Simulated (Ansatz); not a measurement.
Reaction (cleavage of the Si–B bond): `Cl[SiH2]BBr` + `CC(N)=O` → `CC(=O)N[SiH2]Cl` + `BBr`

Calculated with Ansatz (gas phase, PBE0-D4/def2-TZVP geometries, no zero-point term in ΔE). CCSD(T)/CBS is the MP2 limit (def2-TZVPP, def2-QZVPP) plus CCSD(T) − MP2 in def2-TZVPP, frozen cores. For Br outer-core shells are correlated without core-valence functions, which leaves a few kJ/mol of doubt a bond. Scalar relativity is left out up to krypton. Each species was taken in one conformer, which may not be the lowest.

| level | ΔE (kJ/mol) |
| --- | --- |
| SCS-MP2/def2-TZVPP | -88.8 |
| CCSD/def2-TZVPP | -82.5 |

(1) What does CCSD(T)/CBS give? (An estimate is asked.)

Largest T1 diagnostic among the species: 0.014.

Answers

(1) The calculation gave: -81.6 kJ/mol. The listed levels differ from it by -7.2, -0.9 kJ/mol.

From PBE to PBE0 (25 % exact exchange), in def2-TZVPP and without D4, ΔE moves by −6.4 kJ/mol. The D4 term adds −4.1 kJ/mol with B3LYP and −2.3 kJ/mol with PBE0; it sums over pairs of atoms, weighted by their polarisabilities, and B3LYP, whose exchange is more repulsive, gets the larger term.

B3LYP here is the variant with VWN-RPA as its local correlation; programs differ in this.
